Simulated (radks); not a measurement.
Results of a calculation; reference values are marked as such.
Isoelectronic series with 4 electrons, all held in the configuration [He] 2s2, which need not be the ground one along the series. Level of theory: scalar-relativistic Kohn-Sham, SCAN, spin-polarised, spherical densities, finite nucleus; meta-GGA in the generalised Kohn-Sham scheme; Fermi nuclear charge, rms radius of each element as measured or else 0.836 A^(1/3) + 0.57 fm (a radial shooting solver on a logarithmic mesh with Libxc functionals). Total energies (hartree) and orbital eigenvalues (hartree):

\begin{tabular}{lrrr}
ion & E (hartree) & 2s & 1s \\ \hline
Al9+ & -192.15080 & -13.95026 & -69.40921 \\
S12+ & -296.76730 & -23.08094 & -109.3859 \\
K15+ & -424.35245 & -34.50981 & -158.5325 \\
Ti18+ & -575.10513 & -48.25905 & -216.9222 \\
Mn21+ & -749.26524 & -64.35560 & -284.6439 \\
Ni24+ & -947.11365 & -82.83122 & -361.8023 \\
Se30+ & -1415.21475 & -127.0726 & -544.9286 \\
Rb33+ & -1686.25652 & -152.9289 & -651.1917 \\
Zr36+ & -1982.56917 & -181.3461 & -767.4830 \\
Pd42+ & -2653.17342 & -246.1142 & -1030.961 \\
In45+ & -3028.71216 & -282.6104 & -1178.614 \\
Cs51+ & -3863.9128 & -364.2538 & -1507.115 \\
Ce54+ & -4325.2885 & -409.6023 & -1688.604 \\
Pm57+ & -4817.1453 & -458.1217 & -1882.070 \\
\end{tabular}
